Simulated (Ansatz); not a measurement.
Ansatz (an electronic-structure program) input:

Ansatz 0.2 input:
```yaml
crystal:
  periodic: [false, false, false]
  atoms:
    - {symbol: Sn, position_ang: [0.00977870, -0.00779143, 0.36180530]}
    - {symbol: F, position_ang: [0.71090659, 1.33897926, -0.99659424]}
    - {symbol: F, position_ang: [-0.76523270, -1.29569354, -1.01343518]}
basis:
  gaussian:
    orbitals: def2-SVPD
total_charge: -1
magnetization: {spin_polarized: true, initial_magnetization: 1}
correlation: {method: ccsd_t, electrons: outside_noble_gas}
```

Question: Which total energy does the run end on?

Answer: -412.68596 Eh (CCSD(T)/def2-SVPD). The basis has 78 functions.
